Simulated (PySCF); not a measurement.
## Phosphorus: highly charged ions in a basis for the neutral atom

P¹³⁺ 1s2, P¹⁴⁺ 1s1. Computed with PySCF 2.14 in def2-TZVP, with no relativity, point nucleus. No spin-orbit coupling, so a gap to NIST mixes the basis error with missing relativistic terms.

Changed run: basis of the neutral atom used for a highly charged ion. This setting is unsound on purpose.

```json
{"species": "P¹³⁺", "method": "UHF", "sound run (hartree)": "not run", "changed run (hartree)": "-215.72644", "converged": "yes"}
{"species": "P¹³⁺", "method": "B3LYP", "sound run (hartree)": "not run", "changed run (hartree)": "-215.66266", "converged": "yes"}
{"species": "P¹³⁺", "method": "MN15", "sound run (hartree)": "not run", "changed run (hartree)": "-215.71800", "converged": "yes"}
{"species": "P¹⁴⁺", "method": "UHF", "sound run (hartree)": "not run", "changed run (hartree)": "-112.44125", "converged": "yes"}
{"species": "P¹⁴⁺", "method": "B3LYP", "sound run (hartree)": "not run", "changed run (hartree)": "-112.37447", "converged": "yes"}
{"species": "P¹⁴⁺", "method": "MN15", "sound run (hartree)": "not run", "changed run (hartree)": "-112.40988", "converged": "yes"}
```

Ionisation energy of P¹³⁺:

```
method  changed run (eV)  NIST (eV)
   UHF            2810.5     2816.9
 B3LYP            2810.6     2816.9
  MN15            2811.2     2816.9
```

The contracted functions were made for the neutral atom and can be too rigid for a highly charged ion.
